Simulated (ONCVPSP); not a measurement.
## Os: one change to an ONCV potential, before and after

ONCVPSP 4.0.1 input, shortened (lines: element, Z, core and valence counts, functional; n l f; lmax; l rc ep ncon nbas qcut; lloc lpopt rc5 dvloc0; l nproj debl; icmod fcfact rcfact), PBE, fully relativistic:

```
  Os 76.00   10    5        4      upf
    1    0    2.00
    2    0    2.00
    2    1    6.00
    3    0    2.00
    3    1    6.00
    3    2   10.00
    4    0    2.00
    4    1    6.00
    4    2   10.00
    4    3   14.00
    5    0    2.00
    5    1    6.00
    5    2    6.00
    6    0    1.50
    6    1    0.50
    2
    0    1.40    0.00    3    6    6.60
    1    1.50    0.00    4    7   10.40
    2    2.05    0.00    3    8    7.90
    4    5    1.25    0.00
    0    2    1.30
    1    2    2.50
    2    2    1.20
    3    2.25    1.40
```

Open shells are filled in proportion to 2j + 1.

Change: p: rc 1.42.

Cutoffs: the cutoffs (Ha) at which the residual kinetic energy of the hardest occupied pseudo-wave falls to 1 and 0.1 mHa per electron; they do not see the model core or the augmentation charge, which bear on the density cutoff. Errors are all-electron minus pseudo energies relative to the spin-unpolarised reference configuration.

**Question.** Predict the effect on cutoff, ghosts and configuration errors.

**Answer.** The potential gets neither clearly harder nor softer (33 Ha and 51 Ha → 36 Ha and 51 Ha); the errors of the 4 common tests hardly move; neither file shows a bound ghost.

| quantity | base | changed |
| --- | --- | --- |
| cutoff, loose | 33 Ha | 36 Ha |
| cutoff, tight | 51 Ha | 51 Ha |
| loose cutoff by channel | s 20 Ha, p 33 Ha, d 18 Ha | s 20 Ha, p 36 Ha, d 18 Ha |
| bound ghosts | none | none |
| GHOST(+) flags under 300 eV | s at 199.8 eV | s at 199.8 eV |
| error for 5s2 5p6 5d6 6s2 6p0, meV [ΔE -2.46 eV] | -0.2 | -0.2 |
| error for 5s2 5p6 5d6 6s1 6p0, meV [ΔE 7.13 eV] | +0.1 | +0.1 |
| error for 5s2 5p6 5d6 6s0 6p0, meV [ΔE 24.05 eV] | -1.0 | -1.0 |
| error for 5s2 5p6 5d6 6s1.5 6p0, meV [ΔE 1.46 eV] | 0.0 | +0.1 |
| s: phases at 1.42 bohr within 0.05 rad from the reference energy up to (Ha; the scan ends near 5) | 3.3 | 3.3 |
| d5/2: phases at 2.08 bohr within 0.05 rad from the reference energy up to (Ha; the scan ends near 5) | to the end of the scan | to the end of the scan |
| d3/2: phases at 2.08 bohr within 0.05 rad from the reference energy up to (Ha; the scan ends near 5) | to the end of the scan | to the end of the scan |
| rms error of d²Exc/dni dnj with the model core, mHa | 3.91 | 3.91 |
